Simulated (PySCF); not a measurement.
Species: C4H9ClSi.
Z-matrix (Å and degrees, GFN2-xTB geometry), rows numbered from 1:
```
Cl
C   1  1.7839
C   2  1.5108  1  110.69
C   3  1.5452  2  113.58  1    60.27
C   4  1.5431  3  100.43  2  -111.69
Si  5  1.9079  4   91.46  3    -7.91
H   2  1.0926  1  106.26  3   121.98
H   2  1.0908  1  106.39  3  -121.33
H   3  1.0923  2  106.86  1  -175.27
H   4  1.0891  3  111.30  2   130.04
H   4  1.0895  3  112.58  2     8.58
H   5  1.0874  4  113.58  3  -128.74
H   5  1.0876  4  112.17  3   109.36
H   6  1.4570  3  118.03  2    -6.42
H   6  1.4650  3  112.19  2  -137.27
```

NICS is the negative of the GIAO shielding at a point without a nucleus: at the ring centre (0) and 1 Å above and below it (1); zz is the component along the ring normal. Level: GIAO PBE0/pcSseg-1 (PySCF, non-relativistic, gas phase) on the GFN2-xTB geometry, one conformer.

Ring bond lengths (Å), with Mayer bond orders in brackets: C3–C4 1.545 (0.96), C4–C5 1.543 (1.00), C5–Si6 1.908 (0.94), Si6–C3 1.926 (0.88).

Give the NICS values of each ring in ppm.

| ring | type | NICS(0) | NICS(1), two faces | NICS(1)zz, two faces | rms pucker (Å) | centre to ring atoms, mean (Å) |
| --- | --- | --- | --- | --- | --- | --- |
| C3–C4–C5–Si6 | 4-membered ring with Si; formal bonds all single | 0.9 | -0.5 / -0.5 | 3.8 / 0.4 | 0.05 | 1.22 |

What do they say, and how far can they be read as aromaticity?

- C3–C4–C5–Si6: mean NICS(1)zz 2.1 ppm, near zero. C3, C4, C5, Si6 have four or more neighbours, and the NICS criterion for π rings isn't applied. The two faces differ by 3.4 ppm, so no symmetry operation interchanges them.

Give the inner angles of the rings and the Hirshfeld charges of the ring atoms.

- C3–C4–C5–Si6: C3 90.7° (-0.118 e), C4 100.4° (-0.076 e), C5 91.5° (-0.167 e), Si6 76.5° (+0.329 e); sum 359.1° against 360° for a flat convex ring.
